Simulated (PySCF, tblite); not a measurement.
C3H5NO3Si2.
Numbering: `[CH:1]#[C:2][Si:3]([OH:4])([OH:5])[O:6][SiH2:7][C:8]#[N:9]` (hydrogens: H10 on C1; H11 on O4; H12 on O5; H13, H14 on Si7)

Geometry (GFN2-xTB, Å), atoms numbered from 1 in this order:
```
atom  x, y, z in Å
C1    -2.0039   -1.7109   -1.1841
C2    -1.5220   -0.6640   -0.8461
Si3   -0.7184    0.9118   -0.2945
O4     0.1135    1.6406   -1.4718
O5    -1.7898    1.9770    0.2993
O6     0.3525    0.5149    0.8672
Si7    1.8068   -0.0652    1.2505
C8     2.0259   -1.7397    0.4399
N9     2.1734   -2.7687   -0.0414
H10   -2.4305   -2.6235   -1.4869
H11   -0.3339    2.2050   -2.0950
H12   -2.2730    1.7819    1.0962
H13    2.8679    0.8026    0.7487
H14    1.7310   -0.2622    2.6958
```

Computed with CAM-B3LYP/def2-SVPD in PySCF (dipole) on a GFN2-xTB geometry, gas phase.

Take the most abundant isotopes and a rigid rotor. The values belong to one conformer with, in the numbering `[CH:1]#[C:2][Si:3]([OH:4])([OH:5])[O:6][SiH2:7][C:8]#[N:9]`, C2–Si3–O4–H 83°, C2–Si3–O5–H 65°, C2–Si3–O6–Si7 80°, Si3–O6–Si7–C8 -54°.

Problem. Give the principal moments of inertia and the rotational constants in cm⁻¹.

Solution. Ia = 319.07, Ib = 593.71, Ic = 769.22 u·Å²; 505379 MHz·u·Å²/I gives 1584, 851.2 and 657.0 MHz, that is A = 0.05283, B = 0.02839, C = 0.02192 cm⁻¹.

Problem. What kind of rotor is it?

Solution. An asymmetric top; Ray's κ = -0.581.

Problem. What does the inertial defect say?

Solution. Not planar: Δ = Ic − Ia − Ib = -143.56 u·Å². For a rigid frame Δ = −2 Σ m c², so Σ m c² = 71.78 u·Å² lies off the ab plane: 10.68 from hydrogen and 61.11 from heavier atoms. The atom farthest from that plane is 2.09 Å away.

Problem. List the rotational levels J(Ka,Kc) to J = 2 (K).

Solution. Above 0(0,0), as E/k:
J = 1: 1(0,1) 0.072, 1(1,1) 0.108, 1(1,0) 0.117
J = 2: 2(0,2) 0.216, 2(1,2) 0.243, 2(1,1) 0.271, 2(2,1) 0.376, 2(2,0) 0.378
Those of J = 1 are B + C, A + C and A + B.

Problem. Predict some low-J microwave lines.

Solution. The dipole components are |μa| = 2.71 D, |μb| = 1.62 D, |μc| = 1.36 D. The squared components, which scale the intensities, stand as 1.00 : 0.36 : 0.25 (a : b : c). Some lines, for components of 0.1 D or more:

```tsv
type	branch	J(Ka,Kc)	MHz	lower level (cm⁻¹)
c	Q	2(1,2) ← 2(0,2)	572	0.150
a	Q	2(1,1) ← 2(1,2)	583	0.169
c	Q	1(1,1) ← 1(0,1)	733	0.050
b	Q	1(1,0) ← 1(0,1)	927	0.050
b	Q	2(1,1) ← 2(0,2)	1155	0.150
a	R	1(0,1) ← 0(0,0)	1508	0.000
c	Q	2(2,1) ← 2(1,1)	2198	0.188
b	Q	2(2,0) ← 2(1,1)	2232	0.188
b	R	1(1,1) ← 0(0,0)	2241	0.000
b	R	2(0,2) ← 1(1,1)	2250	0.075
c	R	1(1,0) ← 0(0,0)	2435	0.000
b	Q	2(2,1) ← 2(1,2)	2781	0.169
a	R	2(1,2) ← 1(1,1)	2822	0.075
a	R	2(0,2) ← 1(0,1)	2983	0.050
a	R	2(1,1) ← 1(1,0)	3211	0.081
b	R	2(1,2) ← 1(0,1)	3555	0.050
c	R	2(1,1) ← 1(0,1)	4138	0.050
b	R	2(2,1) ← 1(1,0)	5409	0.081
c	R	2(2,0) ← 1(1,0)	5442	0.081
c	R	2(2,1) ← 1(1,1)	5603	0.075
b	R	2(2,0) ← 1(1,1)	5637	0.075
```

Problem. Estimate the classical rotational partition function at 25 K, 100 K and 298.15 K.

Solution. Point group C1, symmetry number σ = 1; q = (√π/σ)·√((kT/h)³/(ABC)), k/h = 20836.6 MHz/K: 22400 at 25 K, 179000 at 100 K, 922000 at 298.15 K.

Its lowest GFN2-xTB frequency is 4 cm⁻¹, too small to tell a flat minimum from a shallow saddle. These are rigid-rotor constants of the computed structure; measured ground-state constants (B0) also hold zero-point vibration. Quadrupole hyperfine structure (14N) is left out.
